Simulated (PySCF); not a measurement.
## SbAs⁻: from constants to spectrum

LC-ωPBE constants of SbAs⁻, ²Π (doublet), unpaired electrons π ↑ (Sb def2-SVPD with ECP28, As def2-SVPD; scalar-relativistic core potentials (PySCF 2.14); masses 120.9038 and 74.9216 u):

| Quantity | Value |
| --- | --- |
| ωe | 363.0 cm⁻¹ |
| ωexe | 0.567 cm⁻¹ |
| Be | 0.067401 cm⁻¹ |
| αe | 0.000142 cm⁻¹ |

What force constant and bond length do these constants imply?

Reduced mass μred = 46.257 u; k = 5.8918×10⁻⁷·μred·ωe² (u, cm⁻¹, mdyn/Å) = 3.59 mdyn/Å; Re = √(16.8576/(μred·Be)) (u, cm⁻¹, Å) = 2.325 Å.

Estimate the centrifugal constant D from the Kratzer relation and find the Dunham coefficient a1.

D = 4Be³/ωe² = 9.29e-09 cm⁻¹; a1 = −1 − αeωe/(6Be²) = -2.89.

These are scalar-relativistic numbers at best; spin–orbit coupling would shift them, the dissociation energy most. The state is the lowest determinant that a PBE0 search found; another state may lie lower at other levels.
